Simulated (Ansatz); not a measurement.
Si₃₇H₅₁, a nanocrystal with a defect cut from the lattice of silicon (one cap removed). Charge 0, multiplicity 2. Geometry PBE-D4/def2-SVP; atoms count from 1.

Cartesian coordinates in Å:
```
Si -2.764 -6.013 0.287
Si -4.389 -2.621 1.342
Si -0.743 -3.624 2.359
Si 0.258 -4.027 -1.230
Si 4.124 -5.079 -0.683
Si -6.095 0.697 2.499
Si -2.558 0.035 3.564
Si -1.445 -0.679 -0.115
Si -3.084 2.704 0.987
Si 0.392 1.985 2.055
Si 2.200 -1.657 0.856
Si 3.077 -1.972 -2.861
Si 1.523 1.279 -1.588
Si 5.172 0.233 -0.648
Si -1.263 5.774 2.888
Si -0.179 4.584 -0.704
Si 3.304 3.995 0.590
Si 4.427 3.194 -3.028
Si -4.597 -1.033 3.068
Si -2.941 -4.369 1.969
Si -1.698 -5.262 -1.680
Si -3.562 -1.574 -0.590
Si 0.015 -2.426 0.482
Si 1.834 -5.665 -0.579
Si 1.127 -3.234 -3.268
Si 4.692 -3.643 -2.470
Si -5.343 2.078 0.739
Si -3.123 4.323 2.711
Si -1.652 0.932 1.587
Si -0.598 0.373 -2.034
Si -2.443 3.953 -0.901
Si 1.278 2.911 0.086
Si 2.967 -0.490 -1.034
Si 2.325 2.322 -3.547
Si 5.920 1.465 -2.517
Si -0.282 6.374 0.826
Si 4.232 4.864 -1.399
H -4.126 -6.571 -0.050
H -1.926 -7.138 0.845
H -5.755 -3.210 1.072
H 0.149 -4.829 2.533
H -0.636 -2.786 3.605
H 4.901 -6.362 -0.867
H 4.572 -4.468 0.618
H -7.452 0.128 2.158
H -6.251 1.576 3.717
H -1.576 -0.892 4.229
H -2.832 1.177 4.511
H 1.386 1.052 2.692
H 0.118 3.096 3.037
H 3.077 -2.863 1.076
H 2.301 -0.794 2.085
H 3.479 -1.196 -4.095
H 6.040 -0.982 -0.420
H 5.234 1.087 0.591
H -0.215 5.180 3.791
H -1.753 7.043 3.545
H 0.347 5.108 -2.020
H 4.268 3.032 1.231
H 3.020 5.100 1.580
H -5.124 -1.731 4.301
H -3.491 -5.023 3.217
H -2.655 -4.462 -2.524
H -1.284 -6.472 -2.484
H -3.446 -2.560 -1.722
H -4.484 -0.468 -1.032
H 1.522 -6.189 0.802
H 1.644 -6.807 -1.550
H 1.555 -4.464 -4.037
H 0.097 -2.516 -4.098
H 4.764 -4.487 -3.721
H 6.061 -3.057 -2.227
H -6.160 3.348 0.752
H -5.569 1.406 -0.590
H -3.371 3.673 4.050
H -4.316 5.199 2.405
H -1.538 1.465 -2.472
H -0.501 -0.623 -3.159
H -2.772 3.259 -2.196
H -3.258 5.227 -0.847
H 2.411 1.302 -4.654
H 1.366 3.408 -3.961
H 5.979 0.523 -3.695
H 7.305 2.013 -2.276
H -1.157 7.436 0.203
H 1.077 6.981 1.074
H 3.296 5.928 -1.917
H 5.573 5.501 -1.128
```

Single mean-field runs in def2-SVP are fitted with def2-universal-jkfit.

Q: Estimate the Mulliken populations of the heavy atoms from the PBE0/def2-SVP orbitals of Ansatz.

A: 
```json
{"atom": "Si1", "charge (e)": "0.10", "spin (α − β)": "0.00"}
{"atom": "Si2", "charge (e)": "-0.05", "spin (α − β)": "0.00"}
{"atom": "Si3", "charge (e)": "0.13", "spin (α − β)": "0.00"}
{"atom": "Si4", "charge (e)": "-0.28", "spin (α − β)": "0.00"}
{"atom": "Si5", "charge (e)": "0.03", "spin (α − β)": "0.00"}
{"atom": "Si6", "charge (e)": "0.10", "spin (α − β)": "0.00"}
{"atom": "Si7", "charge (e)": "0.13", "spin (α − β)": "0.00"}
{"atom": "Si8", "charge (e)": "-0.18", "spin (α − β)": "0.01"}
{"atom": "Si9", "charge (e)": "-0.28", "spin (α − β)": "0.00"}
{"atom": "Si10", "charge (e)": "0.18", "spin (α − β)": "0.00"}
{"atom": "Si11", "charge (e)": "0.18", "spin (α − β)": "0.00"}
{"atom": "Si12", "charge (e)": "-0.05", "spin (α − β)": "0.00"}
{"atom": "Si13", "charge (e)": "-0.20", "spin (α − β)": "0.04"}
{"atom": "Si14", "charge (e)": "0.11", "spin (α − β)": "0.04"}
{"atom": "Si15", "charge (e)": "0.03", "spin (α − β)": "0.00"}
{"atom": "Si16", "charge (e)": "-0.05", "spin (α − β)": "0.00"}
{"atom": "Si17", "charge (e)": "0.11", "spin (α − β)": "0.04"}
{"atom": "Si18", "charge (e)": "-0.15", "spin (α − β)": "0.93"}
{"atom": "Si19", "charge (e)": "-0.08", "spin (α − β)": "0.00"}
{"atom": "Si20", "charge (e)": "-0.08", "spin (α − β)": "0.00"}
{"atom": "Si21", "charge (e)": "0.11", "spin (α − β)": "0.00"}
{"atom": "Si22", "charge (e)": "0.13", "spin (α − β)": "0.00"}
{"atom": "Si23", "charge (e)": "-0.20", "spin (α − β)": "0.00"}
{"atom": "Si24", "charge (e)": "0.11", "spin (α − β)": "0.00"}
{"atom": "Si25", "charge (e)": "0.11", "spin (α − β)": "0.00"}
{"atom": "Si26", "charge (e)": "0.08", "spin (α − β)": "0.00"}
{"atom": "Si27", "charge (e)": "0.11", "spin (α − β)": "0.00"}
{"atom": "Si28", "charge (e)": "0.11", "spin (α − β)": "0.00"}
{"atom": "Si29", "charge (e)": "-0.20", "spin (α − β)": "0.00"}
{"atom": "Si30", "charge (e)": "0.19", "spin (α − β)": "0.02"}
{"atom": "Si31", "charge (e)": "0.11", "spin (α − β)": "0.00"}
{"atom": "Si32", "charge (e)": "-0.24", "spin (α − β)": "-0.01"}
{"atom": "Si33", "charge (e)": "-0.24", "spin (α − β)": "-0.01"}
{"atom": "Si34", "charge (e)": "0.15", "spin (α − β)": "-0.04"}
{"atom": "Si35", "charge (e)": "0.09", "spin (α − β)": "-0.03"}
{"atom": "Si36", "charge (e)": "0.08", "spin (α − β)": "0.00"}
{"atom": "Si37", "charge (e)": "0.09", "spin (α − β)": "-0.03"}
```
Mulliken values depend strongly on the basis.

Q: Where does the spin sit?

A: Summed by element: Si 0.97, H 0.03, of 1 unpaired in all. Largest on single atoms: Si18 0.93, Si17 0.04, Si14 0.04.

Q: And the Mayer bond orders between heavy atoms (over 0.3, the first 40 of 48)?

A: Si1–Si20 0.94 (2.36 Å); Si1–Si21 0.95 (2.36 Å); Si2–Si19 0.93 (2.35 Å); Si2–Si20 0.93 (2.35 Å); Si2–Si22 0.94 (2.35 Å); Si3–Si20 0.94 (2.35 Å); Si3–Si23 0.92 (2.35 Å); Si4–Si21 0.93 (2.36 Å); Si4–Si23 0.91 (2.36 Å); Si4–Si24 0.91 (2.36 Å); Si4–Si25 0.92 (2.35 Å); Si5–Si24 0.95 (2.37 Å); Si5–Si26 0.95 (2.36 Å); Si6–Si19 0.94 (2.36 Å); Si6–Si27 0.95 (2.36 Å); Si7–Si19 0.94 (2.35 Å); Si7–Si29 0.92 (2.35 Å); Si8–Si22 0.93 (2.35 Å); Si8–Si23 0.92 (2.35 Å); Si8–Si29 0.92 (2.35 Å); Si8–Si30 0.93 (2.35 Å); Si9–Si27 0.93 (2.36 Å); Si9–Si28 0.91 (2.36 Å); Si9–Si29 0.91 (2.36 Å); Si9–Si31 0.92 (2.35 Å); Si10–Si29 0.93 (2.35 Å); Si10–Si32 0.93 (2.35 Å); Si11–Si23 0.93 (2.35 Å); Si11–Si33 0.93 (2.35 Å); Si12–Si25 0.93 (2.36 Å); Si12–Si26 0.94 (2.36 Å); Si12–Si33 0.91 (2.36 Å); Si13–Si30 0.92 (2.35 Å); Si13–Si32 0.93 (2.35 Å); Si13–Si33 0.93 (2.35 Å); Si13–Si34 0.90 (2.36 Å); Si14–Si33 0.93 (2.35 Å); Si14–Si35 0.93 (2.36 Å); Si15–Si28 0.95 (2.37 Å); Si15–Si36 0.95 (2.36 Å).
